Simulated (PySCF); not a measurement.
Ligands exchanged one at a time, Ge Cl-SH. All species are isolated molecules in the gas phase. One relaxed conformer stands for each flexible species; it need not be the lowest. Strings in code marks are SMILES.

Calculation: PySCF with PBE0-D3(BJ)/def2-TZVP. Delta-SCF ions had no search for a lower state. 

```csv
species,LUMO (eV),vertical ionisation energy (Delta-SCF) (eV)
1 of 4 Cl replaced by SH,-1.98,10.42
"2 of 4 Cl replaced by SH (`[Cl][Ge]([SH])([Cl])[SH]` (H–S–Ge–Cl torsion -83°, Cl–Ge–S–H torsion -178°))",-1.76,10.00
3 of 4 Cl replaced by SH (`[SH][Ge]([SH])([SH])[Cl]`),-1.56,9.58
4 of 4 Cl replaced by SH (`[SH][Ge]([SH])([SH])[SH]`),-1.47,9.14
```
